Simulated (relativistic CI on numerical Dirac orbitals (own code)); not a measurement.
# Calculated levels, Nd

Calculated at this level of theory: Dirac-Coulomb-Breit CI, separate exchange-only KLI orbitals for each configuration, model QED, valence Slater integrals scaled by 0.85, P86 correlation estimate, and configurations built on the next ion tied to the tabulated ionisation energy (semi-empirical) (own radial code, finite nucleus).

Configuration list (outside the closed core [Xe]): 4f4.6s2, 4f3.6s2.5d, 4f4.6s.5d, 4f3.6s.5d2, 4f4.6s.6p, 4f4.6s.6d, 4f4.6s.7s, 4f4.6s.8s, 4f3.6s2.8s, 4f4.7s2. Levels of other configurations are missing.

```csv
No.,Configuration,Term,J,E (eV),%,Next component (%)
1,4f3(4I°).6s<5I°>.5d2(3F),7M°,6,0.0000,94,5 5L°
2,4f3(4I°).6s<5I°>.5d2(3F),7M°,7,0.1108,94,4 5L°
3,4f3(4I°).6s<5I°>.5d2(3F),7M°,8,0.2395,94,3 5L°
4,4f3(4I°).5d‡,5L°,6,0.3536,78,13 4f3.6s.5d2 5L°
5,4f3(4I°).6s<5I°>.5d2(3F),7M°,9,0.3854,95,3 5M°
6,4f3(4I°).5d‡,5K°,5,0.4045,77,10 4f3.6s.5d2 5K°
7,4f3(4I°).6s<5I°>.5d2(3F),7L°,5,0.4833,88,5 4f3.6s2.5d 5K°
8,4f3(4I°).6s<5I°>.5d2(3F),7K°,4,0.5144,92,6 5I°
9,4f3(4I°).5d‡,5L°,7,0.5404,76,16 4f3.6s.5d2 5L°
10,4f3(4I°).6s<5I°>.5d2(3F),7M°,10,0.5472,97,2 5M°
11,4f3(4I°).6s<5I°>.5d2(3F),7L°,6,0.5587,72,16 4f3.6s2.5d 5K°
12,4f3(4I°).5d‡,5K°,6,0.5922,66,16 4f3.6s.5d2 7L°
13,4f3(4I°).6s<5I°>.5d2(3F),7K°,5,0.5960,88,4 5I°
14,4f3(4I°).6s<5I°>.5d2(3F),7I°,3,0.6688,90,8 5H°
15,4f3(4I°).6s<5I°>.5d2(3F),7L°,7,0.6708,82,8 7K°
16,4f3(4I°).6s<5I°>.5d2(3F),7K°,6,0.6963,82,5 5K°
17,4f3(4I°).6s<5I°>.5d2(3F),7M°,11,0.7232,98,1 5M°
18,4f3(4I°).6s<5I°>.5d2(3F),7I°,4,0.7337,83,6 5H°
19,4f3(4I°).5d‡,5L°,8,0.7426,65,18 4f3.6s.5d2 5L°
20,4f3(4I°).5d‡,5K°,7,0.7736,73,12 4f3.6s.5d2 5K°
21,4f3(4I°).6s<5I°>.5d2(3F),7L°,8,0.8025,69,13 4f3.6s2.5d 5L°
22,4f3(4I°).5d‡,5I°,4,0.8163,70,13 4f3.6s.5d2 5I°
23,4f3(4I°).6s<5I°>.5d2(3F),7K°,7,0.8171,71,8 7L°
24,4f3(4I°).6s<5I°>.5d2(3F),7I°,5,0.8208,78,8 5I°
25,4f3(4I°).6s<3I°>.5d2(3F),5M°,7,0.8399,84,9 3L°
26,4f3(4I°).5d‡,3I°,5,0.8921,32,31 5I°
27,4f3(4I°).5d‡,5H°,3,0.9033,64,18 4f3.6s.5d2 5H°
28,4f3(4I°).6s<5I°>.5d2(3F),7M°,12,0.9112,99,1 5N°
29,4f3(4I°).6s<5I°>.5d2(3F),7I°,6,0.9311,79,9 5I°
30,4f3(4I°).6s<5I°>.5d2(3F),7L°,9,0.9321,68,12 4f3.6s2.5d 5L°
```

Energies count from the lowest computed level; ° marks odd parity. Percentages are summed over parent terms; the parents shown are those of the largest component, closed shells are left out there, and <> holds an intermediate term. ‡ marks configurations that were not tied to measured data.

The mean weight of the leading LS term, summed over parents, in these 30 levels is 80 %, and that of the leading jj configuration (from the same eigenvectors) 32 %, so LS coupling describes them better.

Configurations that consist of the next ion and one excited electron were tied to the tabulated ionisation energy; Rydberg ones are usually within 1,000 to 3,000 cm⁻¹ and the lowest ones within about 6,000 (9,000 in d shells), while levels on excited terms of the next ion carry the error of that term, and the other configurations can be misplaced by 10,000 cm⁻¹ or more. Rates follow the energies as ν³ (E1, M1) or ν⁵ (E2), so rates, branching and lifetimes can be off by large factors. The fine structure of a lone outer electron comes out too small, for d and f at times inverted, and misplaced configurations move strength between like terms. 23 of the 23 excited levels that our extract of the measured tables holds in this range could be paired (the sources list more); they are missed by 8849 cm⁻¹ on average and 17328 at most, and levels without a partner can miss by more. Some levels of the ground configuration have no partner and can miss by 10 % or more. The computed lowest level isn't the tabulated ground level, which NIST ASD gives as 4f4 6s2 5I4.

Landé's interval rule says that E(J) − E(J−1) = AJ with one A. For the ground term the intervals give A = 127.6, 129.8, 130.7, 130.5, 129.1, 126.4 cm⁻¹ for J = 7, 8, 9, 10, 11, 12; the multiplet is regular.

LS names give the leading component of a level, which can be under half, so a name can repeat, a term be missing and a line seem to break the LS rules.
